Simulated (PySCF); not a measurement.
**Nuclear quadrupole coupling in `[SiH3]O[SiH2][Si@@H]1CS[Si@H]1[SiH3]`**

CH12OSSi5.
Z-matrix (Å and degrees, GFN2-xTB geometry), rows numbered from 1:
```
Si
O   1  1.6152
Si  2  1.6235  1  169.02
Si  3  2.3063  2  102.21  1   -93.39
C   4  1.9301  3  113.91  2   177.95
S   5  1.8336  4  104.23  3  -128.04
Si  6  2.1911  5   90.72  4     0.41
Si  7  2.3233  4  128.39  3  -133.62
H   1  1.4595  2  105.83  3  -148.76
H   1  1.4635  2  105.67  3    91.33
H   1  1.4605  2  107.72  3   -28.36
H   3  1.4680  2  106.59  1    28.50
H   3  1.4680  2  104.50  1   142.67
H   4  1.4863  3  113.29  2   -61.82
H   5  1.0888  4  114.82  3   -10.83
H   5  1.0871  4  114.62  3   114.67
H   7  1.4779  4  113.35  3    13.16
H   8  1.4670  7  107.39  4    84.93
H   8  1.4651  7  112.50  4   -32.71
H   8  1.4645  7  115.11  4  -155.72
```

Field gradients from the PBE0/pcSseg-1 density (PySCF, non-relativistic), principal values in atomic units, ordered |Vxx| ≤ |Vyy| ≤ |Vzz|:

```tsv
atom	Vxx	Vyy	Vzz
O2	-0.5709	-0.6078	1.1787
S6	0.2280	2.1544	-2.3823
```

**Question.** Find the asymmetry η = (Vxx − Vyy)/Vzz and the couplings χ = eQV/h (234.96 MHz × Q in barn × V in au), with Q(17O) = −0.0256 b, Q(33S) = −0.0678 b.

**Answer.** 
| atom | environment | nucleus | η | χzz (MHz) | χxx (MHz) | χyy (MHz) |
| --- | --- | --- | --- | --- | --- | --- |
| O2 | siloxane oxygen | 17O | 0.03 | -7.09 | 3.43 | 3.66 |
| S6 | sulfur bonded to C and Si | 33S | 0.81 | 37.95 | -3.63 | -34.32 |

The gradient is axial or nearly so (η below 0.05) at O2. The tensor is traceless: Vxx + Vyy + Vzz = 0.

**Question.** What is Vzz at S6 in SI units (1 au = 9.71736 × 10²¹ V/m²)?

**Answer.** -2.3823 au = -23.150 × 10²¹ V/m².

**Question.** What couplings would deuterons (Q(2H) = 0.00286 b) have in place of the hydrogens, at this geometry?

**Answer.** 
| atom | bonded to | bond length (Å) | Vzz (au) | η | χzz (kHz) |
| --- | --- | --- | --- | --- | --- |
| H9 | Si1 | 1.460 | 0.1620 | 0.02 | 109 |
| H10 | Si1 | 1.464 | 0.1591 | 0.03 | 107 |
| H11 | Si1 | 1.461 | 0.1611 | 0.03 | 108 |
| H12 | Si3 | 1.468 | 0.1564 | 0.03 | 105 |
| H13 | Si3 | 1.468 | 0.1570 | 0.02 | 105 |
| H14 | Si4 | 1.486 | 0.1494 | 0.02 | 100 |
| H15 | C5 | 1.089 | 0.3153 | 0.03 | 212 |
| H16 | C5 | 1.087 | 0.3179 | 0.04 | 214 |
| H17 | Si7 | 1.478 | 0.1539 | 0.01 | 103 |
| H18 | Si8 | 1.467 | 0.1618 | 0.00 | 109 |
| H19 | Si8 | 1.465 | 0.1632 | 0.01 | 110 |
| H20 | Si8 | 1.465 | 0.1637 | 0.00 | 110 |

One conformer (not necessarily the lowest) at the GFN2-xTB geometry, without solvent, vibrations or thermal averaging. GFN2-xTB frequencies show an imaginary mode (28i cm⁻¹), so this geometry is no minimum at that level. GFN2-xTB bond lengths can be off by several hundredths of an ångström, more for odd bonds, and the gradients follow them. The small basis limits the accuracy of the gradients.
